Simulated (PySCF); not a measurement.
Al₄⁺, quartet: molecular constants

Computed with UPBE0/[Al def2-TZVP], no relativity, density fitting, PySCF.

The structure is a minimum.

```xyz
4
charge 1 multiplicity 4, angstrom
Al    0.9944    0.9944    1.1534
Al    0.9944   -1.1534   -0.9944
Al   -1.1534    0.9944   -0.9944
Al   -0.8354   -0.8354    0.8354
```

```
Point group                                                                   : C3v
Bond lengths                                                                  : Al–Al 2.607 Å (×3), Al–Al 3.037 Å (×3)
Bond angles                                                                   : Al–Al–Al 54.4° (×6), Al–Al–Al 60.0° (×3), Al–Al–Al 71.3° (×3)
Rotational symmetry number                                                    : 3
Zero-point energy                                                             : 7.5 kJ/mol
Rotational constants                                                          : 0.08438, 0.08438, 0.06772 cm⁻¹
Highest occupied level (α)                                                    : -9.56 eV
Entropy at 298.15 K and 1 bar (electronic part: spin only)                    : 340.9 J/(mol K)
Principal quadrupole moments (Buckingham, traceless) about the centre of mass : -0.17, 0.08, 0.08 D Å
Spin squared ⟨S²⟩                                                             : 3.770
Enthalpy at 298.15 K above 0 K                                                : 18.69 kJ/mol
Heat capacity Cp at 298.15 K                                                  : 78.7 J/(mol K)
Dipole moment about the centre of mass                                        : 0.02 D
Principal polarisabilities                                                    : 142.3, 162.1, 162.1 bohr³
Lowest empty level (β)                                                        : -7.45 eV
```

Harmonic modes (masses in u: Al 26.982):
```csv
symmetry,ω (cm⁻¹),"IR (km/mol, summed over degenerate members)",μ (u)
e,120,2.7,26.98
a1,152,7.5,26.98
e,280,38.3,26.98
a1,304,0.0,26.98
```

In C3v the vibrations span 2e + 2a1.

Charges (e):
| atom | Mulliken | Löwdin | polar tensor | spin (Mulliken) | Mayer order to Al1 |
| --- | --- | --- | --- | --- | --- |
| Al1 | 0.28 | 0.31 | 0.32 | 0.77 | – |
| Al2,3 | 0.28 | 0.31 | 0.32 | 0.77 | 0.45 |
| Al4 | 0.16 | 0.08 | 0.03 | 0.70 | 0.76 |
Other Mayer orders above 0.3: Al–Al 0.45, Al–Al 0.76 (×2).

Mulliken populations on Al1: s 5.73, p 6.88, d 0.11, f 0.01.

Only a few start shapes were tried, so a lower isomer may exist.

The final relaxation and frequency run took 26 s on 4 threads of a shared AMD EPYC 9R45 96-Core (Zen 5) host, with 148 basis functions and 6 gradients; the process peaked at 1.6 GiB. Launch command: `OMP_NUM_THREADS=4 python axn.py task.json out`.
